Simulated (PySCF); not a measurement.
## An isoelectronic set: 84 electrons

CCSD(T) in PySCF with def2-TZVPPD on every atom (core potentials on In, Sn, Te, I), for the lowest determinant that a PBE0 search found; no spin–orbit coupling. All have 84 electrons, 10 of them in the valence shells, and the same state, a singlet (closed shell). For ions De leads to the atom and ion picked by measured ionisation energies and electron affinities.

```json
{"species": "InBr", "difference of nuclear charges": "14", "Re (Å)": "2.562", "ωe (cm⁻¹)": "221", "k (mdyn/Å)": "1.35", "De (eV)": "4.13", "dissociates to": "In + Br"}
{"species": "GeTe", "difference of nuclear charges": "20", "Re (Å)": "2.351", "ωe (cm⁻¹)": "325", "k (mdyn/Å)": "2.94", "De (eV)": "4.37", "dissociates to": "Ge + Te"}
{"species": "SnBr⁺", "difference of nuclear charges": "15", "Re (Å)": "2.401", "ωe (cm⁻¹)": "303", "k (mdyn/Å)": "2.57", "De (eV)": "3.76", "dissociates to": "Sn⁺ + Br"}
{"species": "GeI⁺", "difference of nuclear charges": "21", "Re (Å)": "2.399", "ωe (cm⁻¹)": "307", "k (mdyn/Å)": "2.59", "De (eV)": "3.87", "dissociates to": "Ge⁺ + I"}
```

(1) Which member of the whole set has the stiffest bond, and how does it compare with the softest?

Correlated steps freeze 13 core orbitals. Spin–orbit coupling is left out, which matters for elements this heavy, above all for dissociation energies. For an ion De counts to the pair picked by the measured ionisation energies or electron affinities, which need not be the lowest pair at this level. Where the molecule has an RHF reference, its open-shell atoms are computed with UHF.

Results:

(1) GeTe with k = 2.94 mdyn/Å, 2.2 times that of InBr.
